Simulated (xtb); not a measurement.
xtb input (GFN2-xTB):

```bash
xtb mol.xyz --gfn 2 --ohess tight --chrg -1 --uhf 0
```
mol.xyz:
```
13

C      2.01250070    -0.53849834    -0.21221314
C      0.97977588     0.35594040     0.29956783
B     -0.45610436     0.17052096     0.14129072
N     -1.07336607    -0.87834084    -0.76567326
N     -1.54120180     0.96615186     0.85895791
H      1.57930279    -1.40013621    -0.83594173
H      2.71745078    -0.04028030    -0.92200260
H      2.71093983    -1.07408938     0.55385255
H      1.32826122     1.11978939     0.94078022
H     -2.06040529    -0.66743727    -1.07467754
H     -0.52127686    -1.05992927    -1.58653160
H     -2.19917395     1.42109017     0.23424067
H     -1.09092752     1.66717658     1.38783872
```

End of the output:

```
       4    208.40    -0.61349 ( 99.67%)    -0.63351 (  0.33%)    -0.61355
       5    245.91    -0.52465 ( 99.83%)    -0.58451 (  0.17%)    -0.52476
   ------------------------------------------------------------------------

   temp. (K)  partition function   enthalpy   heat capacity  entropy
                                   cal/mol     cal/K/mol   cal/K/mol   J/K/mol
 298.15  VIB   29.7                 2897.064     20.054     16.449
         ROT  0.108E+06              888.752      2.981     26.009
         INT  0.320E+07             3785.816     23.035     42.458
         TR   0.578E+27             1481.254      4.968     38.676
         TOT                        5267.0701    28.0028    81.1339   339.4642

       T/K    H(0)-H(T)+PV         H(T)/Eh          T*S/Eh         G(T)/Eh
   ------------------------------------------------------------------------
    298.15    0.839361E-02    0.113181E+00    0.385493E-01    0.746321E-01
   ------------------------------------------------------------------------

         :::::::::::::::::::::::::::::::::::::::::::::::::::::
         ::                  THERMODYNAMIC                  ::
         :::::::::::::::::::::::::::::::::::::::::::::::::::::
         :: total free energy         -15.498916883391 Eh   ::
         ::.................................................::
         :: total energy              -15.573549007179 Eh   ::
         :: zero point energy           0.104787842794 Eh   ::
         :: G(RRHO) w/o ZPVE           -0.030155719006 Eh   ::
         :: G(RRHO) contrib.            0.074632123789 Eh   ::
         :::::::::::::::::::::::::::::::::::::::::::::::::::::

optimized geometry written to: xtbopt.xyz

           -------------------------------------------------
          | TOTAL ENERGY              -15.573549007179 Eh   |
          | TOTAL ENTHALPY            -15.460367553893 Eh   |
          | TOTAL FREE ENERGY         -15.498916883391 Eh   |
          | GRADIENT NORM               0.000257977502 Eh/α |
          | HOMO-LUMO GAP               5.209072295194 eV   |
           -------------------------------------------------

------------------------------------------------------------------------
Note: The following floating-point exceptions are signalling: IEEE_UNDERFLOW_FLAG IEEE_DENORMAL
normal termination of xtb
------------------------------------------------------------------------
 total:
 SCF:
 ANC optimizer:
 analytical hessian:
```

It need not be the lowest isomer of its formula. Whether it binds its extra electron was not tested at this geometry.
